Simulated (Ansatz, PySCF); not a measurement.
Species: C$_{3}$H$_{4}$O, net charge 0, singlet state. SMILES: O=C1CC1
Geometry from a B3LYP-D3(BJ)/def2-TZVP (Ansatz, an electronic-structure program) optimisation:
```xyz
8

C     -0.3771     1.0863     0.1628
C     -1.1239    -0.2898     0.0411
C      0.3346    -0.1776    -0.0455
O      1.3819    -0.7333    -0.1877
H     -0.3401     1.5520     1.1409
H     -0.4647     1.7796    -0.6657
H     -1.6886    -0.4755    -0.8653
H     -1.5639    -0.7030     0.9413
```

Unscaled harmonic wavenumbers (cm⁻¹) in rising order, each level at the stationary point that it reaches from this structure (no distance between atoms moves by over 0.3 Å); the order of modes can differ between levels, and a negative number is imaginary. B3LYP-D3(BJ)/def2-TZVP (PySCF, at the structure above): 310, 507, 641, 705, 720, 954, 1011, 1054, 1066, 1106, 1164, 1419, 1435, 1928, 3115, 3115, 3191, 3204.

HF/6-31G* (Ansatz): 382, 552, 727, 772, 790, 1078, 1142, 1165, 1215, 1227, 1280, 1567, 1592, 2153, 3300, 3304, 3380, 3393. Zero-point energy 41.5 against 38.1 kcal/mol; where all levels lie over 400 cm⁻¹, the wavenumbers are on average 1.100 times those of B3LYP-D3(BJ)/def2-TZVP.

B3LYP/6-31G* (Ansatz): 317, 505, 651, 712, 728, 966, 1036, 1063, 1081, 1115, 1176, 1444, 1461, 1955, 3129, 3130, 3204, 3216. Zero-point energy 38.4 against 38.1 kcal/mol; where all levels lie over 400 cm⁻¹, the wavenumbers are on average 1.010 times those of B3LYP-D3(BJ)/def2-TZVP.
